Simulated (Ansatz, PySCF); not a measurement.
C₂H₁₀O₂Si₂, SMILES CC([SiH2]O)[SiH2]O. Atoms are numbered in the order given.

```xyz
16

C     -0.1748     0.1930     1.9551
C      0.0517    -0.5129     0.6000
Si     1.2805     0.4476    -0.4663
O      2.7637     0.6026     0.2999
Si    -1.5425    -0.8454    -0.3538
O     -1.9419     0.4602    -1.3281
H      0.7777     0.3844     2.4750
H     -0.8138    -0.4009     2.6284
H     -0.6657     1.1722     1.8202
H      0.5056    -1.5094     0.7731
H      0.8121     1.8456    -0.6478
H      1.4276    -0.2379    -1.7856
H      3.2827    -0.2021     0.4123
H     -1.3679    -1.9828    -1.2936
H     -2.6406    -1.1501     0.6174
H     -2.1151     1.3038    -0.8948
```
Charge 0, spin multiplicity 1.

Geometry: B3LYP-D3(BJ)/def2-SVP. This is a generated structure with no PubChem entry under its InChIKey; it may be hypothetical. One conformer was computed; it need not be the lowest.

Two levels are set side by side: PBE-D3(BJ)/def2-SVP (Ansatz, a first-principles code) and B3LYP-D3(BJ)/def2-SVP (Ansatz). Each level has its own optimised geometry; the coordinates shown are those of the second. Frequencies come from the Hessian of PySCF at each geometry. Differences are taken from unrounded values.

```
quantity                            B3LYP-D3(BJ)
----------------------------------  ------------
mean bond length (Å)                       1.399
bond C1–C2 (Å)                             1.545
bond C2–Si3 (Å)                            1.889
bond C2–Si5 (Å)                            1.887
bond Si3–O4 (Å)                            1.677
bond Si5–O6 (Å)                            1.677
bond C1–H7 (Å)                             1.102
bond C1–H8 (Å)                             1.102
bond C1–H9 (Å)                             1.104
bond C2–H10 (Å)                            1.109
bond Si3–H11 (Å)                           1.486
bond Si3–H12 (Å)                           1.494
bond O4–H13 (Å)                            0.964
bond Si5–H14 (Å)                           1.486
bond Si5–H15 (Å)                           1.497
bond O6–H16 (Å)                            0.964
highest harmonic wavenumber (cm⁻¹)          3876
mean harmonic wavenumber (cm⁻¹)             1232
zero-point energy (kcal/mol)               73.95
```

### Question
What does PBE-D3(BJ) give, and how far is it from B3LYP-D3(BJ)? (An estimate is asked for; the answer gives what the named calculation found.)

### Answer

```json
[
 {"quantity": "mean bond length (Å)", "PBE-D3(BJ)": "1.409", "PBE-D3(BJ) minus B3LYP-D3(BJ)": "0.010"},
 {"quantity": "bond C1–C2 (Å)", "PBE-D3(BJ)": "1.544", "PBE-D3(BJ) minus B3LYP-D3(BJ)": "-0.001"},
 {"quantity": "bond C2–Si3 (Å)", "PBE-D3(BJ)": "1.898", "PBE-D3(BJ) minus B3LYP-D3(BJ)": "0.008"},
 {"quantity": "bond C2–Si5 (Å)", "PBE-D3(BJ)": "1.895", "PBE-D3(BJ) minus B3LYP-D3(BJ)": "0.008"},
 {"quantity": "bond Si3–O4 (Å)", "PBE-D3(BJ)": "1.690", "PBE-D3(BJ) minus B3LYP-D3(BJ)": "0.014"},
 {"quantity": "bond Si5–O6 (Å)", "PBE-D3(BJ)": "1.691", "PBE-D3(BJ) minus B3LYP-D3(BJ)": "0.014"},
 {"quantity": "bond C1–H7 (Å)", "PBE-D3(BJ)": "1.110", "PBE-D3(BJ) minus B3LYP-D3(BJ)": "0.008"},
 {"quantity": "bond C1–H8 (Å)", "PBE-D3(BJ)": "1.110", "PBE-D3(BJ) minus B3LYP-D3(BJ)": "0.008"},
 {"quantity": "bond C1–H9 (Å)", "PBE-D3(BJ)": "1.111", "PBE-D3(BJ) minus B3LYP-D3(BJ)": "0.007"},
 {"quantity": "bond C2–H10 (Å)", "PBE-D3(BJ)": "1.116", "PBE-D3(BJ) minus B3LYP-D3(BJ)": "0.008"},
 {"quantity": "bond Si3–H11 (Å)", "PBE-D3(BJ)": "1.499", "PBE-D3(BJ) minus B3LYP-D3(BJ)": "0.014"},
 {"quantity": "bond Si3–H12 (Å)", "PBE-D3(BJ)": "1.508", "PBE-D3(BJ) minus B3LYP-D3(BJ)": "0.014"},
 {"quantity": "bond O4–H13 (Å)", "PBE-D3(BJ)": "0.973", "PBE-D3(BJ) minus B3LYP-D3(BJ)": "0.009"},
 {"quantity": "bond Si5–H14 (Å)", "PBE-D3(BJ)": "1.499", "PBE-D3(BJ) minus B3LYP-D3(BJ)": "0.013"},
 {"quantity": "bond Si5–H15 (Å)", "PBE-D3(BJ)": "1.512", "PBE-D3(BJ) minus B3LYP-D3(BJ)": "0.015"},
 {"quantity": "bond O6–H16 (Å)", "PBE-D3(BJ)": "0.973", "PBE-D3(BJ) minus B3LYP-D3(BJ)": "0.009"},
 {"quantity": "highest harmonic wavenumber (cm⁻¹)", "PBE-D3(BJ)": "3765", "PBE-D3(BJ) minus B3LYP-D3(BJ)": "-111"},
 {"quantity": "mean harmonic wavenumber (cm⁻¹)", "PBE-D3(BJ)": "1197", "PBE-D3(BJ) minus B3LYP-D3(BJ)": "-35"},
 {"quantity": "zero-point energy (kcal/mol)", "PBE-D3(BJ)": "71.87", "PBE-D3(BJ) minus B3LYP-D3(BJ)": "-2.08"}
]
```

Exact exchange shortens and stiffens bonds; PBE has none. Differences between two approximate levels are no errors against the true value.
